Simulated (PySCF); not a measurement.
Working out the ionisation energy of Tc

Tc [Kr] 4d5 5s2 (6S) → Tc⁺ [Kr] 4d5 5s1 (7S). Computed with PySCF 2.14 in cc-pVTZ-PP with ECP28MDF (5s5p4d2f1g, 63 functions), with scalar relativity through the core potential. Frozen: 4s2 4p6. Energies in hartree (1 hartree = 27.21139 eV):

```tsv
part	Tc (lower)	Tc⁺ (upper)
UHF	-79.849105	-79.645621
MP2 opposite-spin	-0.043065	0.000000
MP2 same-spin	-0.078835	-0.080165
```

**Question.** What does Hartree-Fock give?

**Answer.** (-79.645621) − (-79.849105) = 0.203484 hartree = 5.537 eV.

**Question.** What do MP2 and SCS-MP2 (6/5 opposite-spin, 1/3 same-spin) give?

**Answer.** The opposite-spin parts differ by 1.172 eV and the same-spin parts by -0.036 eV. MP2: 5.537 + (1.172) + (-0.036) = 6.673 eV. SCS-MP2: 5.537 + 1.2 × (1.172) + (-0.036)/3 = 6.931 eV.

Measured between the centres of the two terms (NIST): 7.119 eV, so MP2 (valence) is off by -0.446 eV.

What remains against the reference includes basis incompleteness, the frozen core and correlation beyond second order.
